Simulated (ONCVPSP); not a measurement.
# Potentials for bromine (Br) compared

Generated with ld1.x 7.5 (TM, RRKJ, ultrasoft, PAW), atompaw 4.2 or ONCVPSP 4.0.1. The cutoff is in Ry: for ld1.x and atompaw files where the sum of valence levels is converged to 10 mRy in a Bessel basis, for ONCV files where the hardest occupied wave has 1 mHa per electron of residual kinetic energy. The error is the largest all-electron minus pseudo excitation energy over each file’s own four to seven test configurations (ionisations up to +4, promotions, holes and added fractions of an electron), all of which were solved. The labels leave out finer settings (local radius, basis sizes, second energies), which also bear on the numbers. Spin-polarised tests are not counted. The rows are a selection from randomly drawn settings: files with unsolved tests, undetermined cutoffs or missed reference levels are left out.

A true bound ghost makes a file unfit for plane-wave use even where its test errors are small: the radial tests pick states by their node count and pass the ghost by.

```tsv
potential	cutoff (Ry)	largest error (meV)	bound ghosts
ONCV, PBE, scalar-relativistic, rc 1.00/1.00/0.85 (spd), local smoothed, core correction yes, reference 3s2 3p6 3d10 4s2 4p5, qcut 10.1/15.2/16.2, projectors 2/2/2	245	-6.1	none
ONCV, LDA (Perdew-Wang 92), fully relativistic, rc 1.20/1.80/0.95 (spd), local smoothed, core correction yes, reference 3d10 4s2 4p4.75, qcut 5.8/4.6/14.1, projectors 2/2/2	194	-19	s
ONCV, LDA (Perdew-Zunger), scalar-relativistic, rc 1.15/1.65/0.60 (spd), local smoothed, core correction yes, reference 3d10 4s2 4p4.75, qcut 5.2/5/30.3, projectors 1/2/1	625	+33	s, p
ONCV, PBEsol, scalar-relativistic, rc 1.00/0.75/0.75/0.95 (spdf), local smoothed, core correction yes, reference 3s2 3p6 3d10 4s2 4p4, qcut 12.4/20.9/23.4/11.9, projectors 2/2/2/2	404	+40	none
```

Question: Fill in the row for Br: ONCV, PBE, scalar-relativistic, rc 1.20/1.50/1.35 (spd), local smoothed, core correction yes, reference 4s2 4p5, qcut 4.2/6/6.6, projectors 2/2/2.

Answer: cutoff 282 Ry, largest error -66 meV, bound ghosts: s, d.

Question: Fill in the row for Br: ONCV, PBE, scalar-relativistic, rc 1.50/1.60/1.00 (spd), local smoothed, core correction yes, reference 3d10 4s2 4p4.5, qcut 5.5/5.4/17.6, projectors 2/1/2.

Answer: cutoff 237 Ry, largest error -286 meV, bound ghosts: none.
